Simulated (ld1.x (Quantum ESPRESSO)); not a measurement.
## Pb (Z = 82), TM semilocal: configuration errors across variants

- Element: lead
- Generator: ld1.x (Quantum ESPRESSO) 7.5
- Type: norm-conserving Troullier–Martins (semilocal form)
- Functional: PBE
- Relativity: scalar-relativistic
- Frozen core: [Xe] 4f14 5d10
- Valence charge: 4
- Reference configuration: 6s2 6p2
- Partial waves: 6s (bound): rc 2.10 bohr; 6p (bound): rc 2.35 bohr
- Local potential: the p channel
- Core correction: a·sin(br)/r model core inside 1.70 bohr

All-electron excitation energies from the reference (eV): (1) 6s2 6p1 6.575; (2) 6s2 6p0 20.020; (3) 6s1 6p0 52.430; (4) 6s1 6p3 8.736; (5) 6s0 6p4 17.835; (6) 6s2 6p2.3 -0.799; (7) 6s1 6p2 16.103.

In the semilocal form every listed channel keeps its own potential, so the choice of the local channel does not act on these tests. It acts once the file is put into the separable form.

A semilocal file is local in each channel, so a ghost entry of none says nothing of the separable form that plane-wave codes build from it.

4 further variants failed, have other tests or another functional or relativity, and are left out.

Errors AE − PS in meV (a dash: test not solved or not reliable):

| change | (1) | (2) | (3) | (4) | (5) | (6) | (7) | bound ghosts |
| --- | --- | --- | --- | --- | --- | --- | --- | --- |
| base | -18 | -120 | -610 | -40 | -156 | 0.0 | -89 | none |
| local potential the s channel | -18 | -120 | -610 | -40 | -156 | 0.0 | -89 | none |
| all radii but the core radius scaled by about 0.77 (s 1.62, p 1.82 bohr) | -15 | -121 | -629 | -29 | -101 | +0.1 | -67 | none |
| wave 6s (bound): rc 2.10 bohr becomes 6s (bound): rc 2.68 bohr | -16 | -109 | -611 | -60 | -252 | 0.0 | -107 | none |
| core correction a·sin(br)/r model core inside 1.30 bohr | -18 | -120 | -608 | -40 | -156 | 0.0 | -89 | none |
| wave 6p (bound): rc 2.35 bohr becomes 6p (bound): rc 2.12 bohr | -18 | -121 | -616 | -37 | -141 | 0.0 | -85 | none |
| wave 6s (bound): rc 2.10 bohr becomes 6s (bound): rc 2.64 bohr | -17 | -111 | -610 | -56 | -232 | 0.0 | -103 | none |
| wave 6p (bound): rc 2.35 bohr becomes 6p (bound): rc 3.62 bohr | -19 | -163 | -730 | -15 | -47 | +0.2 | -55 | none |

Question: Give the same row for: all radii but the core radius scaled by about 1.28 (s 2.68, p 3.00 bohr).

Answer: -16, -115, -635, -53, -218, 0.0, -99; bound ghosts: none.
